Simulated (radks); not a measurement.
Coulomb parameter of the 4f shell of the europium ion Eu+ in the model configuration [Xe] 4f5.5 6s1 6p1.5, as a second difference U = [E(n + 0.5) + E(n - 0.5) - 2 E(n)] / (0.5)^2 with all orbitals relaxed. "Bare": the charge of the atom changes with n. "Screened": the 6p shell takes up the change at fixed total charge, which measures U(4f,4f) + U(6p,6p) - 2 U(4f,6p). Method: Dirac Kohn-Sham, BLYP, spin-unpolarised, spherical densities, point nucleus; open shells are shared between the two j in proportion to 2j + 1; computed with a radial shooting solver on a logarithmic mesh with Libxc functionals.

\begin{tabular}{lrr}
case & configuration & E - E(n) (eV) \\ \hline
start & [Xe] 4f5.5 6s1 6p1.5 & 0.000 \\
bare +0.5 & [Xe] 4f6 6s1 6p1.5 & -9.488 \\
bare -0.5 & [Xe] 4f5 6s1 6p1.5 & 13.690 \\
screened +0.5 & [Xe] 4f6 6s1 6p1 & -6.671 \\
screened -0.5 & [Xe] 4f5 6s1 6p2 & 9.012 \\
\end{tabular}

U(bare) = 16.810 eV, U(screened by 6p) = 9.360 eV, against the Slater integral F0(4f,4f) = 29.383 eV with frozen orbitals.
